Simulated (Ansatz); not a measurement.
C3H6O3, charge -1, doublet, at a GFN2-xTB geometry (a state made from the parent by changing its charge; the spin is typed, not shown lowest) (a gas-phase anion, which may not be bound at this level); Ansatz (a program for electronic structure) with MP2/6-31G**.

The Ansatz input:
Ansatz 0.2 input:
```yaml
crystal:
  periodic: [false, false, false]
  atoms:
    - {symbol: C, position_ang: [1.86908909, -0.27599836, -0.68761294]}
    - {symbol: O, position_ang: [1.07798847, -0.60316654, 0.41237537]}
    - {symbol: C, position_ang: [-0.01183540, 0.34650925, 0.70298535]}
    - {symbol: O, position_ang: [0.06024219, 1.51643286, 0.21198255]}
    - {symbol: O, position_ang: [-1.24530684, -0.38149268, 0.62135395]}
    - {symbol: C, position_ang: [-1.78788964, -0.45297271, -0.67634249]}
    - {symbol: H, position_ang: [1.71721028, 0.78373111, -0.93425118]}
    - {symbol: H, position_ang: [2.92678385, -0.44249221, -0.44191098]}
    - {symbol: H, position_ang: [1.61292623, -0.88849507, -1.57068801]}
    - {symbol: H, position_ang: [-2.83692428, -0.75904479, -0.59427720]}
    - {symbol: H, position_ang: [-1.24878568, -1.18391595, -1.29919161]}
    - {symbol: H, position_ang: [-1.73078510, 0.53079867, -1.15955538]}
basis:
  gaussian:
    orbitals: 6-31G__.json
total_charge: -1
magnetization: {spin_polarized: true, initial_magnetization: 1}
correlation: {method: mp2, electrons: outside_noble_gas}
accuracy: high
```
The basis file holds 6-31G** in the JSON format of the Basis Set Exchange.

Predict the main parts of the log of this Ansatz run.


```
Functional definition: HF
2821 factors; integrals over basis functions are off by at most 5.2e-9 eV
mean field evaluation 1: about -9291.3420 eV, gradient 2.9e1 eV
mean field evaluation 2: about -9291.4356 eV, gradient 2.9e1 eV
mean field evaluation 4: about -9295.3909 eV, gradient 4.1e0 eV
mean field evaluation 8: about -9295.5230 eV, gradient 2.8e-1 eV
mean field evaluation 16: about -9295.5246 eV, gradient 3.0e-8 eV
mean field -9295.52455725 eV, -341.6042267460 hartree, gradient 3.3e-8 eV, S^2 0.758942; 0 other end points of the search recorded, 0 dependent functions left out
6 core orbitals not correlated
reference -9295.52455725 eV, -341.6042267460 hartree; 19, 18 occupied and 95, 96 virtual orbitals, 2821 factors
second order -26.01420888 eV of doubles, -0.00000000 eV of singles
Total energy: -9321.53876613 eV, -342.5602312893 hartree
```
